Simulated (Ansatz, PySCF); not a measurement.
H₅N₂O₂Ta, SMILES [NH2][Ta]([NH2])(=[O])[OH], multiplicity 1.

Geometry optimised at PBE0-D3(BJ)/def2-SVP. The spin state was assumed, not searched. The def2 effective core potentials stand for the cores of Ta; spin–orbit coupling is left out. The values are those of a single conformer.

Vertical ionisation energy (IE) and electron affinity (EA) in eV. Rows of orbital energies are one-electron estimates. Where ΔSCF, EOM or ADC give a negative EA the extra electron is unbound and the value depends on the basis.

```tsv
level	IE	EA
−ε(HOMO), −ε(LUMO), r2SCAN/def2-TZVP (PySCF)	6.20	0.70
−ε(HOMO), −ε(LUMO), PBE/def2-TZVP (PySCF)	5.88	0.90
ΔSCF, PBE0/def2-SVPD (Ansatz), final states of multiplicity 2 and 2	9.33	-0.83
ΔSCF, PBE/def2-SVPD (Ansatz), final states of multiplicity 2 and 2	8.99	-0.67
```

Task: What vertical singlet–triplet gap does ΔSCF give with PBE0/def2-SVPD (Ansatz, a program for electronic structure) and with PBE/def2-SVPD (Ansatz)? (An estimate is asked for; the answer gives what the named calculation found.)

Result: 5.45 and 5.10 eV (triplet above singlet where positive).
